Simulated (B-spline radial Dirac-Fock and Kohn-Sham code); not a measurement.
## Si: input and output of one calculation

ΔSCF core binding energies without Breit or QED terms, calculated with an atomic code on a B-spline grid. Keys: rel is the Hamiltonian (dirac, or spin-free x2c and nr, where L3 and M5 stand for the whole 2p and 3d shells), method is hf or an exchange,correlation pair (spin-unpolarised, also for the hole states), nuc the nuclear model, radius_factor scales its radius, rmax is the box in bohr, h the logarithmic mesh step, order the B-spline order, points the quadrature points per cell, c_factor scales the speed of light, and damp, ndamp, maxit and tol steer the iteration. The run stops when the commutator error falls below 10·tol·max(1, Z/10), or the numerical noise floor, and the energy has settled to about 1e-8 Ha; the virial ratio is −V/T.

Input (task.json):

```json
{"items": [{"Z": 14, "q": 0, "cfg": [[1, 0, 2], [2, 0, 2], [2, 1, 6], [3, 0, 2], [3, 1, 2]], "A": 28, "rrms": 3.1224, "do": "settings", "holes": ["K", "L3", "M5"],
  "settings": [{"rel": "dirac", "method": "pbee", "nuc": "fermi", "radius_factor": 1.0, "rmax": 45.0, "h": 0.3, "order": 8, "points": 10, "c_factor": 1.0, "maxit": 64, "damp": 0.5, "ndamp": 3, "tol": 1e-08}]}]}
```

Command: `python xray2_run.py task.json out`

The program stops without a result: KeyError: "LibXCFunctional: name 'PBEE' not found.".

**Question.** One setting is unsound. Which, and why?

**Answer.** method names a functional that the program does not serve. With the default settings (Dirac Hartree-Fock): The ground state converged in 10 iterations, with total energy -289.46134 Ha, virial ratio 1.99567 and highest orbital energy -7.56 eV. ΔSCF binding energies: K (1s) 1850.1 eV, L3 (2p3/2) 107.9 eV. Holes are computed only in closed shells, and unreliable hole states are left out.
